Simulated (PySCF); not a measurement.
Ligand exchange on a metal centre used in film growth or etching (Ti Cl-H). Gas-phase values, no solvent.

The numbers are results of TPSSh-D3(BJ)/def2-TZVP // r2SCAN-D4/def2-SVP (PySCF 2.14.0), not measurements. 

| species | HOMO (eV) | charge on the central atom (meta-Löwdin) (e) | mean distance from the central atom to its bonded neighbours (Å) |
|---|---|---|---|
| 0 of 4 Cl replaced by H ([Ti(Cl)4]) | [?] | 1.11 | 2.167 |
| 1 of 4 Cl replaced by H ([Ti(Cl)3(H)]) | -8.96 | 1.07 | 2.039 |
| 2 of 4 Cl replaced by H | -8.63 | 1.06 | 1.920 |
| 3 of 4 Cl replaced by H ([Ti(Cl)(H)3]) | -8.41 | 1.05 | 1.805 |
| 4 of 4 Cl replaced by H ([Ti(H)4]) | -8.24 | [?] | [?] |

Q: Some entries are withheld; supply them.

A: 
- 0 of 4 Cl replaced by H ([Ti(Cl)4]), HOMO (eV): -8.92
- 4 of 4 Cl replaced by H ([Ti(H)4]), charge on the central atom (meta-Löwdin) (e): 1.04
- 4 of 4 Cl replaced by H ([Ti(H)4]), mean distance from the central atom to its bonded neighbours (Å): 1.692
